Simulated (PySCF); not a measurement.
HfF2I2, SMILES [F][Hf]([F])([I])[I], multiplicity 1.

Coordinates come from a B3LYP-D3(BJ)/def2-SVP optimisation. The multiplicity is an assumed one; no other spin state was optimised. The structure was generated by enumeration; whether it is a known compound was not checked. The def2 effective core potentials stand for the cores of Hf, I; spin–orbit coupling is left out.

Two levels are set side by side: PBE/def2-TZVP (PySCF) and B3LYP/def2-TZVP (PySCF). Same geometry, gas phase. Differences are taken from unrounded values.

```tsv
quantity	B3LYP	PBE	PBE minus B3LYP
orbital gap (eV)	5.38	4.00	-1.38
highest occupied level (eV)	-7.88	-7.02	0.86
lowest empty level (eV)	-2.50	-3.02	-0.52
dipole moment (D)	0.53	0.47	-0.06
mean polarisability (bohr³)	103.6	107.6	4.0
```

Without exact exchange PBE keeps part of each electron's self-repulsion, which lifts occupied levels and narrows the gap. PBE's more diffuse valence density responds more strongly to a field. Differences between two approximate levels are no errors against the true value.

Rough cost on one machine, each run with all the roots and properties that it gave: B3LYP against PBE within a factor of 2.
